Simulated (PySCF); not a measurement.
H6Cl3NSi3, SMILES N[SiH2][SiH2][Si](Cl)(Cl)Cl, singlet, GFN2-xTB optimised geometry. Atoms within 1.6 Å of the plane z = 0.0 Å (x, y, z in Å): N1 (2.97, 0.57, 1.08), Si2 (2.23, -0.55, 0.00), Si3 (-0.10, -0.55, 0.00), Si4 (-0.98, 1.61, 0.00), Cl6 (-2.97, 1.85, 0.35), Cl7 (-0.03, 2.73, 1.43), H9 (2.84, 1.56, 0.93), H10 (2.77, -1.85, 0.41), H11 (2.76, -0.17, -1.31), H12 (-0.69, -1.25, -1.15), H13 (-0.71, -1.23, 1.16).

Level of theory: PBE/def2-TZVP in PySCF. Cells within 0.4 Å of a nucleus heavier than hydrogen are left out (blank, or x).

Map of the deformation density (molecule minus spherical neutral atoms) (e/bohr³) on the plane z = 0.0 Å:

```
|222222222222222222222222222|
|222222222222222222222222222|
|222222222222222222222222222|
|222222222222222222222222222|
|222222222222222222222222222|
|222222222112222222222222222|
|222223322101222222222222222|
|222235343101122222222222222|
|22223x3562xx011222221122222|
|2222453563xx101122211112222|
|222233343224432221111112222|
|222222222258853221111122222|
|222222222258853321012222222|
|222222222234433552012222222|
|222222222111xx4785xx1011222|
|222222222111xx3785xx1011222|
|222222222222201443256322222|
|222222222222101222379522222|
|222222222222111222256422222|
|222222222222222222222222222|
|222222222222222222222222222|
|222222222222222222222222222|
|222222222222222222222222222|
|222222222222222222222222222|
|222222222222222222222222222|
|222222222222222222222222222|
|222222222222222222222222222|
```
Scale: ten equal steps from -0.016 (start of '0') to 0.044 (end of '9'), in the order '0123456789'; x runs from -5.00 to 5.00, y from -5.00 (bottom) to 5.00 (top).
